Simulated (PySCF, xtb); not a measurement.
2-methylidenethietane (C4H6S), SMILES S1C(CC1)=C.

Harmonic wavenumbers (cm⁻¹) from GFN2-xTB in xtb at its own minimum, in rising order: 90, 314, 382, 545, 653, 683, 760, 794, 845, 923, 937, 1042, 1055, 1133, 1164, 1191, 1247, 1384, 1443, 1463, 1719, 2971, 2989, 3007, 3013, 3104, 3143.

**Question.** What does PySCF with PBE-D3(BJ)/def2-SVP give at its own minimum? (Estimate from the structure and the level; the computed values follow.)

**Answer.** 64, 322, 410, 535, 631, 650, 730, 766, 788, 870, 921, 966, 1048, 1116, 1164, 1189, 1221, 1349, 1385, 1419, 1670, 2987, 3011, 3040, 3078, 3082, 3181. Paired by order, the mean absolute difference is 30 cm⁻¹ and the zero-point energies are 54.3 and 53.7 kcal/mol.
